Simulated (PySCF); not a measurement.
Atoms are numbered as in `[NH2:1][CH2:2][SiH:3]1[O:4][CH2:5][CH2:6][CH2:7][O:8]1` (H(Xn): hydrogen on atom n). Ha(C5), Ha(C6), Ha(C7) are cis to C2 on the ring; Hb(C5), Hb(C6), Hb(C7) are trans to C2 on the ring.

PySCF 2.14 calculation with structure optimised with GFN2-xTB and PBE0/pcSseg-1 with gauge-including orbitals; one averaged value for each set of equivalent atoms, no solvent model, non-relativistic Hamiltonian, one computed conformer.

Predict the 2D correlation tables (HSQC, COSY, HMBC).

Results:



HSQC (one-bond C–H):
```
                  δH            δC
4.39 (Ha(C5)/Ha(C7))  67.2 (C5/C7)
4.20 (Hb(C5)/Hb(C7))  67.2 (C5/C7)
        2.49 (H(C2))     34.8 (C2)
       2.19 (Ha(C6))     36.3 (C6)
       1.25 (Hb(C6))     36.3 (C6)
```

COSY cross peaks (H two or three bonds apart, from the bond graph; peaks can be absent where the dihedral angle is near 90°):
```
                  δH                    δH
       5.04 (H(Si3))          2.49 (H(C2))
4.39 (Ha(C5)/Ha(C7))  4.20 (Hb(C5)/Hb(C7))
4.39 (Ha(C5)/Ha(C7))         2.19 (Ha(C6))
4.39 (Ha(C5)/Ha(C7))         1.25 (Hb(C6))
4.20 (Hb(C5)/Hb(C7))         2.19 (Ha(C6))
4.20 (Hb(C5)/Hb(C7))         1.25 (Hb(C6))
       2.19 (Ha(C6))         1.25 (Hb(C6))
```

HMBC (two and three bonds, from the bond graph):
```
                  δH                       δC
       5.04 (H(Si3))  67.2 (C5/C7), 34.8 (C2)
4.39 (Ha(C5)/Ha(C7))  67.2 (C5/C7), 36.3 (C6)
4.20 (Hb(C5)/Hb(C7))  67.2 (C5/C7), 36.3 (C6)
       2.19 (Ha(C6))             67.2 (C5/C7)
       1.25 (Hb(C6))             67.2 (C5/C7)
```

References, each an isolated molecule treated in the same way: ¹H (31.72 ppm) and ¹³C (186.93 ppm) against TMS.

Exchangeable OH/NH protons stand at their gas-phase positions; hydrogen bonding in a real sample shifts them, mostly to higher δ. Shifts are as computed. Against solution values, carbons near 30 ppm lie about +3 ppm off and those near 130 ppm about +5 ppm. Of 1211 compounds with measured shifts, 218 miss one by over three times the rms of a fit or turn the order of signals round; such compounds aren't used in these exercises.
